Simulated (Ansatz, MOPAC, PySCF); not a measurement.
Dissociation curve of Mg2, singlet.

Levels of theory: UKS-LDA (SVWN5)/6-31G* = unrestricted LDA (SVWN5)/6-31G*, spherical d (PySCF 2.14.0); UKS-B3LYP/6-31G* = PySCF with unrestricted B3LYP/6-31G*, spherical d; PM7, restricted, heats of formation (MOPAC); FCI = full CI/cc-pVTZ, frozen core (Ansatz, a first-principles code).

Energies relative to the lowest point of each curve near equilibrium, in mEh; the last columns give the difference from FCI:

```csv
R / Å,UKS-LDA (SVWN5)/6-31G*,UKS-B3LYP/6-31G*,PM7,FCI,UKS-LDA (SVWN5)/6-31G* − FCI,UKS-B3LYP/6-31G* − FCI,PM7 − FCI
2.74,10.4,15.6,33.9,15.6,-5.2,-0.1,18.3
2.88,5.5,9.7,20.8,9.7,-4.2,0.0,11.1
3.07,1.8,4.8,9.7,4.8,-3.0,0.0,4.9
3.28,0.2,2.0,3.4,2.0,-1.8,0.0,1.4
3.40,0.0,1.1,1.5,1.1,-1.1,0.0,0.4
3.52,0.1,0.5,0.5,0.6,-0.4,0.0,0.0
3.60,0.3,0.3,0.2,0.3,0.0,0.0,-0.1
3.74,0.8,0.1,0.0,0.1,0.8,0.0,-0.1
3.86,1.4,0.0,0.1,0.0,1.4,0.0,0.1
3.99,2.0,0.0,0.3,0.0,2.0,0.0,0.3
4.17,2.9,0.1,0.7,0.1,2.8,0.0,0.6
4.50,4.3,0.3,1.2,0.3,3.9,0.0,0.9
4.84,5.4,0.4,—,0.6,4.8,-0.2,—
5.38,6.6,0.6,—,1.0,5.6,-0.4,—
5.88,7.2,0.6,—,1.2,6.0,-0.6,—
6.44,7.5,0.6,—,1.3,6.2,-0.7,—
7.13,7.8,0.6,—,1.4,6.3,-0.8,—
7.95,7.9,0.6,—,1.5,6.4,-0.9,—
8.76,7.9,0.6,—,1.5,6.4,-0.9,—
9.78,7.9,0.6,—,1.6,6.3,-1.0,—
10.72,7.9,0.6,—,1.6,6.3,-1.0,—
```

UKS-LDA (SVWN5)/6-31G* is furthest from FCI at 8.76 (6.4 mEh, above); its mean absolute difference over the points is 3.9 mEh.

UKS-B3LYP/6-31G* is furthest from FCI at 10.72 (-1.0 mEh, below); its mean absolute difference over the points is 0.3 mEh.

PM7 is furthest from FCI at 2.74 (18.3 mEh, above); its mean absolute difference over the points is 3.2 mEh.

A dash means that the run gave no value there, or that the column was ended at a point which the program doubted or which failed a test of continuity chosen for this set; such a test can also cut sound points.
